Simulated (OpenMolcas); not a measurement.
## Ag II: effect of the active space

| Item | Value |
| --- | --- |
| Program | OpenMolcas 26.06 |
| Method | CASSCF or its RAS form |
| Basis | ANO-RCC-VDZP |
| Scalar Hamiltonian | DKH2, point nucleus |
| Spin-orbit coupling | RASSI with atomic mean-field integrals over the reference wave functions, term energies averaged over their components |

A. 10 electrons in 6 orbitals (4d 5s); 2S+1 = 3 even, 5 roots; 2S+1 = 1 even, 6 roots; cost about 10 core-seconds
B. 10 electrons in 9 orbitals (RAS2 4d 5s; RAS3 5p, at most 2 electrons); 2S+1 = 1 even, 6 roots; 2S+1 = 3 even, 5 roots kept (CI in the orbitals of an earlier block); cost roughly 120 core-seconds

Energies in cm-1 above 4d10 1S0, the measured ground level; measured values from NIST Handbook of Basic Atomic Spectroscopic Data.

```tsv
Level	A	B	Measured
4d10 1S0	0.0	0.0	0.0
4d9 5s 3D3	30832	31111	39168
4d9 5s 3D2	32614	32766	40745
4d9 5s 3D1	35323	35538	43743
4d9 5s 1D2	38737	38459	46049
```

Deviations, from unrounded energies. A percentage is the sum of absolute deviations over the sum of measured energies, with the sign that they share, or ± where signs differ.

```tsv
Against measurement	Levels	A	B
mean absolute deviation (cm-1)	4	8000	8000
other configurations (%)	4	-19.0	-18.8
```

A, B lie about equally close to measurement. The largest miss of B in the table is 4d9 5s 3D1, by -8200 cm-1. The ranking rests on the paired levels alone, and a cruder setting can come out closer through cancelling errors.

Between A and B the level of the table that moves most is 4d9 5s 3D3, by 280 cm-1 (lowest in A, highest in B).

Without dynamic correlation excited terms often stand tens of per cent too high (terms of higher spin than the ground term too low), and those without a measured partner can miss by more than the paired ones. A single d shell beside an s shell can misplace configurations of different d count against each other. Terms from blocks run as CI alone lack orbitals of their own (holds for B). Computed and measured levels are paired by configuration, term and J; levels that our copy of the source lacks, or whose pairing is in doubt (as where it misses far off the trend of its configuration), stay unpaired and out of the deviations. Levels of configurations outside the active space are missing.
